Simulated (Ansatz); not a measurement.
Reaction (substitution at a C–Ge bond): `[AlH2][CH2][GeH3]` + dimethylamine → `CN(C)[CH2][AlH2]` + GeH₄

Gas-phase electronic energies from Ansatz, PBE0-D4/def2-TZVP geometries. CCSD(T)/CBS is the MP2 limit (def2-TZVPP, def2-QZVPP) plus CCSD(T) − MP2 in def2-TZVPP, frozen cores. Functionals use def2-TZVPP. For Ge outer-core shells are correlated without core-valence functions, which leaves a few kJ/mol of doubt a bond. Scalar relativity is left out up to krypton. One conformer a species, not always the lowest.

Is it downhill or uphill in electronic energy at CCSD(T)/CBS, and by how much? (Estimate.)

Computed: Uphill: ΔE = +17.5 kcal/mol.

What do these levels give: r2SCAN0-D4, CAM-B3LYP-D4, B2PLYP, MP2/def2-SVP, SCS-MP2/def2-QZVPP, CCSD/CBS(def2)? (Estimate.)

Computed: r2SCAN0-D4 17.1, CAM-B3LYP-D4 15.2, B2PLYP 17.2, MP2/def2-SVP 14.2, SCS-MP2/def2-QZVPP 17.7, CCSD/CBS(def2) 17.9 kcal/mol.

Largest T1 diagnostic among the species: 0.012.

Leaving LDA and LC-ωPBE aside and taking each functional with its dispersion term where it has one, the values, not all of them listed here, spread over 3.1 kcal/mol, from revPBE-D4 to PBE-QIDH. LDA lies −4.2 kcal/mol from PBE without D4. The D4 term adds −1.5 kcal/mol with B3LYP and −0.8 kcal/mol with PBE0; it sums over pairs of atoms, weighted by their polarisabilities, and B3LYP, whose exchange is more repulsive, gets the larger term. At CCSD(T), def2-SVP lies −4.5 kcal/mol from the extrapolated value and def2-TZVPP −0.6 kcal/mol.

B3LYP here is the variant with VWN-RPA as its local correlation; programs differ in this.
